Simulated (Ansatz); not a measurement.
Ansatz results at the PBE0-D4/def2-TZVP geometry: HOMO–LUMO gap (PBE/def2-TZVPP) 5.37 eV; ideal-gas entropy at 298 K and 1 bar (rigid rotor, harmonic PBE0-D4/def2-TZVP) 308 J/(mol·K); size of the dipole moment (ωB97M-V/def2-TZVPP) 1.59 D.

Each molecule was computed in one conformer, which needn't be the lowest.

**Question.** Which molecule gave them?
A. `F[Si]1(S)CC1`
B. `C[NH][GeH3]`
C. `SC[SiH2]S`
D. `N[CH2][GeH3]`

**Answer.** D. The others give `SC[SiH2]S`: 4.94, 348, 0.81; `C[NH][GeH3]`: 5.01, 310, 0.86; `F[Si]1(S)CC1`: 5.25, 338, 1.12.
